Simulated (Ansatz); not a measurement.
`CB(F)CI` → B• + 2 C• + F• + 5 H• + I•  (atomization)

Isolated molecules relaxed with PBE0-D4/def2-TZVP in Ansatz; ΔE leaves out vibrations. CBS: MP2 limit from def2 TZ/QZ plus the TZ coupled-cluster correction, frozen cores. This one scheme is used for every species, atoms too. For atomizations the MP2-based limit and the directly extrapolated one differ by several kJ/mol either way, and by 10 to 25 for some Ge, Se and Sn compounds, so smaller differences from it don't rank the levels. DFT in def2-TZVPP. HSE06 is defined as in plane-wave codes. No spin–orbit coupling; open shells (•) take unrestricted orbitals. Spin–orbit coupling would lower the free atoms: a little for B, C, F; strongly for I. def2 core potentials past Kr. For I outer-core shells are correlated without core-valence functions, so the limit isn't a true one: a few kJ/mol of doubt a bond, and 10 to 20 or more in all where bonds break to atoms. Each species was taken in one conformer, which may not be the lowest.

What is ΔE at CCSD(T)/CBS? (Best estimate.)

The calculation gave: +39.77 eV.

What do these levels give: r2SCAN0-D4, HSE06, LC-ωPBE, CCSD(T)/def2-TZVPP, HF/def2-QZVPP, MP2/CBS(def2)? (Best estimate.)

Ansatz gave: r2SCAN0-D4 39.48, HSE06 39.90, LC-ωPBE 39.67, CCSD(T)/def2-TZVPP 38.85, HF/def2-QZVPP 30.18, MP2/CBS(def2) 40.63 eV.

Largest T1 diagnostic among the species: 0.014.

From PBE to PBE0 (25 % exact exchange), in def2-TZVPP and without D4, ΔE moves by −0.59 eV: exact exchange takes away binding that semilocal exchange gives to molecules. Leaving LDA and LC-ωPBE aside and taking each functional with its dispersion term where it has one, the values, not all of them listed here, spread over 1.92 eV, from BHLYP-D4 to PBE-D4. LDA lies +4.97 eV from PBE without D4, its usual overbinding. In def2-TZVPP, CCSD(T) changes the Hartree–Fock value by +8.71 eV (the triples alone add +0.57 eV) and MP2 by +9.57 eV; breaking electron pairs costs correlation energy, which Hartree–Fock lacks.
